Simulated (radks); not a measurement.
The nuclear charge of the iron ion Fe2+ is varied continuously with 24 electrons held in [Ar] 3d6. Calculated with a radial shooting solver on a logarithmic mesh with Libxc functionals: Dirac Kohn-Sham, PBE, spin-unpolarised, spherical densities, finite nucleus; open shells are shared between the two j in proportion to 2j + 1; Fermi nuclear charge, rms radius 3.7377 fm. By the Hellmann-Feynman theorem dE/dZ = E(electron-nucleus)/Z, the electronic potential at the nucleus (averaged over a nucleus of fixed radius).

Z     E (hartree)  E(electron-nucleus)/Z (hartree)   HOMO  e(HOMO) (eV)  <r> HOMO (bohr)
25    -1158.06184                         -110.552  3d5/2       -10.663            1.310
25.2  -1180.29013                         -111.731  3d5/2       -13.261            1.253
25.4  -1202.75400                         -112.908  3d5/2       -16.069            1.203
25.6  -1225.45302                         -114.082  3d5/2       -19.077            1.159
25.8  -1248.38684                         -115.256  3d5/2       -22.274            1.119
26    -1271.55514                         -116.427  3d5/2       -25.653            1.083
26.2  -1294.95770                         -117.598  3d5/2       -29.208            1.050
26.4  -1318.59431                         -118.768  3d5/2       -32.932            1.020
26.6  -1342.46483                         -119.937  3d5/2       -36.821           0.9918
26.8  -1366.56913                         -121.106  3d5/2       -40.869           0.9659
27    -1390.90713                         -122.274  3d5/2       -45.075           0.9418

The central difference of E at Z = 26 is -116.427 hartree, to compare with the third column; the second derivative is -5.86 hartree.
